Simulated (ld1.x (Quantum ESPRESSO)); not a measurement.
## copper: excitation energies, all-electron against TM

| Property | Result |
| --- | --- |
| Element | Cu (Z = 29) |
| Generator | ld1.x (Quantum ESPRESSO) 7.5 |
| Type | norm-conserving Troullier–Martins (Kleinman–Bylander form) |
| Functional | PBE |
| Relativity | scalar-relativistic |
| Frozen core | [Ne] 3s2 |
| Valence charge | 17 |
| Reference configuration | 3p6 3d10 4s0 4p0 (charge +1) |
| Partial waves | 4s (bound, empty): rc 2.20 bohr; 3d (bound): rc 0.90 bohr; 3p (bound): rc 0.85 bohr |
| Local potential | the p channel |
| Core correction | none |

Energies are relative to the spin-unpolarised reference configuration 3p6 3d10 4s0 4p0; without spin polarisation the order of configurations can differ from experiment. The frozen-core shift is the all-electron ΔE with the core orbitals held at their reference shape minus the fully relaxed ΔE.

| valence configuration | charge | ΔE all-electron (eV) | error AE − PS (meV) | frozen-core shift (meV) |
| --- | --- | --- | --- | --- |
| 3p6 3d10 4s1 4p0 | 0 | -8.148 | -7.0 | -0.9 |
| 3p6 3d9 4s0 4p0 | +2 | 21.332 | -2.4 | +7.1 |
| 3p6 3d8 4s0 4p0 | +3 | 60.352 | -29 | +63 |
| 3p5 3d10 4s1 4p0 | +1 | 71.387 | -66 | +45 |
| 3p6 3d9 4s1 4p1 | 0 | -1.337 | -33 | +7.9 |
| 3p6 3d7 4s0 4p0 | +4 | 120.061 | -120 | +236 |

What are ΔE and the potential's error for 3p6 3d10 4s0 4p1?

ΔE = -4.011 eV all-electron; the error (AE − PS) is +6.7 meV.

Levels in the configuration 3p6 3d10 4s1 4p0:

```
level  all-electron (eV)  pseudo (eV)
   3p            -72.143      -72.186
   3d             -5.038       -5.059
   4s             -4.609       -4.597
```

ld1.x printed “convergence not achieved” for 3 of the counted tests; their residual had stalled under 1e-8, short of the target of 1e-14. A variational frozen-core shift is positive and of second order in the change. This column holds negative values, so the frozen-core run of ld1.x carries numerical noise or an error of first order here, and the column gives no more than the rough size of the effect.

Note: ghost state, extra bound levels that the all-electron valence spectrum of the same l lacks: s at -112.1 eV. A true bound ghost makes a file unfit for plane-wave use.
